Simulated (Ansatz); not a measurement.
The first iterations of a band of CH$_{4}$AlBO (8 atoms, charge 0, multiplicity 1).

The calculation used RHF/STO-3G in Ansatz 0.2.0.

- movable images: 1
- climbing image: no
- spring: 5.0 eV/Å²
- optimiser: quadratic models (default)
- start path: through a guess of the saddle point
- force threshold: 0.05 eV/Å
- iteration limit: 60
- end points: relaxed

Image 0:

```xyz
8
Properties=species:S:1:pos:R:3
O 1.631 0.589 2.059
B 0.841 0.648 1.184
C -0.177 0.675 0.041
Al -0.384 -1.024 -0.805
H 0.141 1.420 -0.680
H -1.126 1.011 0.443
H 0.425 -1.334 -1.997
H -1.351 -1.986 -0.245
```

Image 2:

```xyz
8
Properties=species:S:1:pos:R:3
O 1.583 0.573 2.099
B 0.821 0.643 1.201
C -0.162 0.681 0.028
Al -0.386 -1.024 -0.802
H 0.199 1.405 -0.694
H -1.114 1.047 0.395
H -1.440 -1.928 -0.306
H 0.500 -1.396 -1.920
```

| iteration | highest image above the first end (eV) | largest band force component (eV/Å) |
| --- | --- | --- |
| 1 | 0.301 | 3.545 |
| 2 | 0.096 | 2.346 |

**Question.** Does the band converge within its limit, and where does its top end?

**Answer.** The forces met the threshold. It ended after 7 iterations with the highest image 0.031 eV above the first end. The dihedral B2–C3–Al4–H8 jumps by 92° between images 0 and 1, so the path isn't resolved there. No image climbed, so the highest image needn't sit at the top of the path. So few images can step over the top or miss a turn of the path. Limits of this set-up: minimal basis.

Time of the run: 6.3 s on 1 CPU thread of a shared host.
